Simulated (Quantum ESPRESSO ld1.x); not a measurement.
Sm2+, 60 electrons, occupied as [Xe] 4f6 (the NIST ground configuration). All-electron calculation, scalar-relativistic Kohn-Sham, LDA (Slater exchange, Perdew-Wang correlation), spin-polarised, spherical densities, point nucleus; open shells are filled with parallel spins first. Program: ld1.x of Quantum ESPRESSO 7.5.

Normalised radial functions P(r) = r R(r), r in bohr:

r	5p down	4f up	4f down
0.003283	0.0064	0.0000	0.0000
0.003761	0.0080	0.0000	0.0000
0.004343	0.0103	0.0000	0.0000
0.004976	0.0129	0.0000	0.0000
0.005747	0.0164	0.0000	0.0000
0.006584	0.0206	0.0000	0.0000
0.007604	0.0260	0.0000	0.0000
0.008711	0.0323	0.0000	0.0000
0.01006	0.0405	0.0000	0.0000
0.01153	0.0499	0.0000	0.0000
0.01331	0.0618	0.0001	0.0001
0.01525	0.0749	0.0001	0.0001
0.01747	0.0901	0.0002	0.0002
0.02018	0.1082	0.0003	0.0003
0.02312	0.1270	0.0005	0.0005
0.0267	0.1479	0.0009	0.0008
0.03059	0.1675	0.0014	0.0013
0.03533	0.1864	0.0023	0.0022
0.04047	0.2003	0.0037	0.0035
0.04674	0.2076	0.0059	0.0057
0.05355	0.2043	0.0093	0.0090
0.06184	0.1863	0.0147	0.0143
0.07085	0.1527	0.0225	0.0218
0.08183	0.0977	0.0346	0.0336
0.09375	0.0282	0.0513	0.0497
0.1083	-0.0593	0.0764	0.0740
0.124	-0.1466	0.1091	0.1057
0.1433	-0.2300	0.1557	0.1509
0.1641	-0.2843	0.2131	0.2064
0.1895	-0.2986	0.2894	0.2803
0.2172	-0.2589	0.3764	0.3645
0.2508	-0.1566	0.4829	0.4674
0.2873	-0.0125	0.5929	0.5736
0.3292	0.1550	0.7058	0.6825
0.3802	0.3203	0.8191	0.7917
0.4356	0.4255	0.9102	0.8796
0.503	0.4467	0.9794	0.9466
0.5763	0.3649	1.0121	0.9790
0.6656	0.1776	1.0096	0.9780
0.7625	-0.0659	0.9739	0.9456
0.8806	-0.3479	0.9061	0.8837
1.009	-0.5909	0.8208	0.8062
1.165	-0.7821	0.7164	0.7120
1.335	-0.8772	0.6122	0.6186
1.542	-0.8825	0.5029	0.5206
1.766	-0.8096	0.4060	0.4329
2.04	-0.6754	0.3136	0.3478
2.337	-0.5232	0.2378	0.2760
2.699	-0.3637	0.1704	0.2093
3.092	-0.2345	0.1188	0.1555
3.571	-0.1318	0.0765	0.1082
4.091	-0.0680	0.0473	0.0728
4.725	-0.0293	0.0262	0.0447
5.413	-0.0114	0.0137	0.0261

5p down: eigenvalue -35.453 eV, 3 radial nodes at r = 0.0984, 0.290, 0.737 bohr, <r> = 1.67 bohr, 90 % of the charge inside 2.45 bohr. 4f up: eigenvalue -17.240 eV, 0 radial nodes, <r> = 0.973 bohr, 90 % of the charge inside 1.70 bohr. 4f down (empty): eigenvalue -13.392 eV, 0 radial nodes, <r> = 1.05 bohr, 90 % of the charge inside 1.88 bohr.
